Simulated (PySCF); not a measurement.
# Dipole response of Pd²⁺ (palladium, charge +2)

[Kr] 4d8, high-spin 3F determinant. All numbers are calculated (PySCF 2.14, scalar relativity by spin-free X2C-1e, in aug-cc-pVTZ-DK (9s8p6d3f2g, 102 functions)). Coupled (time-dependent) response in atomic units; α is the mean over directions.

```csv
method,mean α (bohr³),C₆ (like pair),S(−4)
PBE0,6.599,34.82,10.40
```

S(−4) is the Cauchy moment in α(ω) = α(0) + S(−4) ω² + …

Spin-orbit coupling is absent.

α(iu) at PBE0:

| u (hartree) | α(iu) (bohr³) |
| --- | --- |
| 0 | 6.599 |
| 0.0500 | 6.573 |
| 0.100 | 6.498 |
| 0.200 | 6.225 |
| 0.300 | 5.851 |
| 0.500 | 5.031 |
| 0.750 | 4.128 |
| 1.00 | 3.414 |
| 1.50 | 2.409 |
| 2.00 | 1.769 |
| 3.00 | 1.049 |
| 5.00 | 0.4788 |

A single London oscillator, α(iu) = α/(1 + u²/ω²), gives C₆ = (3/4) ω α². Matching the computed C₆ needs ω = 4 × 34.82 / (3 × 6.599²) = 1.07 hartree.

For an ion, C₆ is the dispersion term alone; charge-induced terms of lower order in 1/R come first.
